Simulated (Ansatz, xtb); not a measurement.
# Relative energy of two isomers of C4H10GeO

Structure X: `O[C]1([GeH3])CCC1`, a singlet. Structure Y: `O[C@@H]1CC[C@@H]1[GeH3]`, a singlet. Both are isolated molecules in the gas phase, relaxed with PBE-D3(BJ)/def2-SVP; each stands in its lowest conformer found.

X (Å):

```yaml
atoms:
  - { symbol: C, position_ang: [-0.5089, 0.4475, 1.0109] }
  - { symbol: C, position_ang: [-1.7813, -0.2023, 1.6022] }
  - { symbol: C, position_ang: [-1.0284, -1.5569, 1.6408] }
  - { symbol: C, position_ang: [0.3045, -0.7729, 1.5386] }
  - { symbol: Ge, position_ang: [-0.5522, 0.5846, -0.9846] }
  - { symbol: O, position_ang: [-0.2336, 1.7267, 1.5569] }
  - { symbol: H, position_ang: [0.6337, 2.0145, 1.2138] }
  - { symbol: H, position_ang: [-0.6944, -0.7954, -1.6886] }
  - { symbol: H, position_ang: [0.7923, 1.2332, -1.4311] }
  - { symbol: H, position_ang: [-1.7173, 1.5104, -1.4212] }
  - { symbol: H, position_ang: [-1.9368, 0.2078, 2.6220] }
  - { symbol: H, position_ang: [-2.7357, -0.1290, 1.0420] }
  - { symbol: H, position_ang: [-1.1763, -2.1962, 2.5323] }
  - { symbol: H, position_ang: [-1.2218, -2.1684, 0.7368] }
  - { symbol: H, position_ang: [0.7055, -0.5199, 2.5424] }
  - { symbol: H, position_ang: [1.1245, -1.1885, 0.9169] }
```

Y (Å):

```xyz
16

C    -0.5328   -1.1277    0.6816
C     0.2457    0.1695    0.9719
C     1.0712   -0.0630   -0.3208
C    -0.0042   -1.0890   -0.7871
Ge   -1.3395   -0.3714   -2.0578
O    -1.9229   -1.0185    0.9110
H    -2.3228   -1.8925    0.7468
H    -0.1014   -1.9963    1.2348
H     0.7839    0.2438    1.9371
H    -0.4401    1.0350    0.8779
H     2.0480   -0.5479   -0.1203
H     1.2574    0.8215   -0.9634
H     0.3756   -2.0465   -1.2014
H    -1.8220    1.0376   -1.6290
H    -0.6653   -0.2568   -3.4550
H    -2.5597   -1.3236   -2.1848
```

**Question.** Which of the two would you expect CCSD(T)/def2-SVP + ΔMP2/def2-TZVPP electronic energies to favour?

**Answer.** Structure Y; the calculation gives E(Y) − E(X) = −3.2 kcal/mol.

The same difference at several levels:

| level | geometry | E(Y) − E(X) (kcal/mol) | departure from the last row (kcal/mol) | job, with rough time for the two |
| --- | --- | --- | --- | --- |
| GFN2-xTB | GFN2-xTB | −3.1 | +0.1 | optimisation, 0.92 s |
| HF/STO-3G | GFN2-xTB | −3.9 | −0.7 | single point, 2.5 s |
| r2SCAN-D4/def2-SVP | GFN2-xTB | −2.1 | +1.0 | single point, 15 s |
| PBE-D3(BJ)/def2-SVP | PBE-D3(BJ)/def2-SVP | −2.7 | +0.5 | optimisation, 2.1 min |
| HF/def2-SVP | PBE-D3(BJ)/def2-SVP | −5.3 | −2.1 | part of the CCSD(T) run |
| MP2/def2-SVP | PBE-D3(BJ)/def2-SVP | −3.7 | −0.5 | part of the CCSD(T) run |
| CCSD(T)/def2-SVP | PBE-D3(BJ)/def2-SVP | −3.7 | −0.5 | single point |
| CCSD(T)/def2-SVP + ΔMP2/def2-TZVPP | PBE-D3(BJ)/def2-SVP | −3.2 |  | single point, 5.5 min |

As drawn, both hold the same kinds of bond in the same numbers.

The levels shown agree on the order. The largest departure from CCSD(T)/def2-SVP + ΔMP2/def2-TZVPP is that of HF/def2-SVP, 2.1 kcal/mol. The last row adds to CCSD(T) the change of the MP2 difference between the two basis sets, here +0.5 kcal/mol.

With thermal terms from frequencies at re-optimised GFN2-xTB minima (ideal gas, soft modes damped towards free rotors, one conformer each, 298.15 K, 1 atm): the zero-point term adds +0.8 kcal/mol; ΔH is −2.7 and ΔG −1.9 kcal/mol.

The correlated steps freeze 14 core orbitals; the filled d shell of Ge is correlated, in a basis made for valence electrons. Mirror images aren't counted in ΔG. Codes used: Ansatz 0.2.0, xtb 6.7.1; the last row on 2 threads of Intel(R) Xeon(R) Processor @ 2.50GHz (Skylake/Cascade Lake) on a shared host.
